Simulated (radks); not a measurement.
All-electron atom: the strontium ion Sr2+ in [Kr] (the NIST ground configuration).

Calculated with a radial shooting solver on a logarithmic mesh with Libxc functionals: non-relativistic Kohn-Sham, SCAN, spin-unpolarised, spherical densities, point nucleus; meta-GGA in the generalised Kohn-Sham scheme; relativity is left out, which matters for an element this heavy.

Energy parts (hartree):
part                       energy
total                 -3133.02987
kinetic                3131.43775
electron-nucleus      -7451.56059
Hartree                1290.83779
exchange-correlation   -103.74481

Orbitals (lengths in bohr, moments of r in powers of bohr; r(max) is where P^2 peaks):
orbital  occ.  eigenvalue (hartree)       <r^4>   r(max)   <1/r>
1s          2             -575.6100  0.00001189  0.02656   37.49
2s          2             -77.70183    0.002327   0.1491   8.391
2p          6             -70.73123    0.001593   0.1179   8.360
3s          2             -12.58724      0.1307   0.4454   2.837
3p          6             -10.00982      0.1439   0.4351   2.729
3d         10              -5.38417      0.1839   0.3774   2.511
4s          2              -2.00394       7.202    1.216  0.9636
4p          6              -1.36250       12.12    1.330  0.8496

The highest occupied level is 4p at -37.075 eV. Virial ratio -V/T = 2.00051. The electron density at the nucleus is 3.804e+04 e/bohr^3.
